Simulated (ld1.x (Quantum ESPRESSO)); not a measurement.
## Scattering properties, TM potential for La (Z = 57)

- Element: lanthanum
- Generator: ld1.x (Quantum ESPRESSO) 7.5
- Type: norm-conserving Troullier–Martins (Kleinman–Bylander form)
- Functional: LDA (PZ)
- Relativity: scalar-relativistic
- Frozen core: [Kr] 4d10 5s2
- Valence charge: 9
- Reference configuration: 4f0 5p6 5d1.5 6s1.5 6p0
- Partial waves: 6s (bound): rc 2.66 bohr; 5d (bound): rc 2.30 bohr; 4f (bound, empty): rc 1.65 bohr; 5p (bound): rc 2.05 bohr
- Local potential: the p channel
- Core correction: none

The phase is arctan(r·u′/u) with u = r·R(r), unwrapped; energies in Ry, scanned from -4 to 5 Ry. A pole is an energy at which the radial function vanishes at the test radius. The pseudo phase is shifted by a multiple of π to meet the all-electron one at the reference energy, and phase errors are pseudo minus all-electron; the curves can meet again beyond the range given. Levels narrower than the energy grid can be missing from the lists of poles. n/a: not evaluated, since a narrow level or a reset projector energy made the automatic matching unsafe.

| channel | radius (bohr) | reference energy (Ry) | poles, all-electron | poles, pseudo | unbroken range about the reference energy with phases within 0.05 rad | phase error 1 Ry above the reference energy (rad) |
| --- | --- | --- | --- | --- | --- | --- |
| s | 2.90 | -0.26 | -2.67, 3.53 | none | n/a | n/a |
| p | 2.90 | -1.60 | -1.27, 4.83 | -1.27, 4.34 | below 0.9 | -0.002 |
| d | 2.90 | -0.20 | 0.87 | 0.86 | below 2.9 | -0.002 |
| f | 2.90 | -0.28 | -0.20, 3.62 | -0.20, 4.09 | below 1.1 | +0.018 |

Note: ghost state, extra bound levels that the all-electron valence spectrum of the same l lacks: s at -5.6 eV. A true bound ghost makes a file unfit for plane-wave use.

Phases in the s channel:

```csv
E (Ry),all-electron,pseudo
-4.00,1.341,1.378
-3.52,1.284,1.364
-3.04,0.875,1.346
-2.56,-1.637,1.324
-2.08,-1.751,1.295
-1.60,-1.812,1.255
-1.12,-1.879,1.197
-0.64,-1.981,1.099
-0.16,-2.181,-2.173
0.32,-2.722,-2.500
0.80,-3.776,-3.166
1.28,-4.295,-3.879
1.76,-4.489,-4.238
2.24,-4.586,-4.410
2.72,-4.646,-4.507
3.20,-4.688,-4.569
3.68,-4.723,-4.612
4.16,-4.753,-4.645
4.64,-4.783,-4.671
```
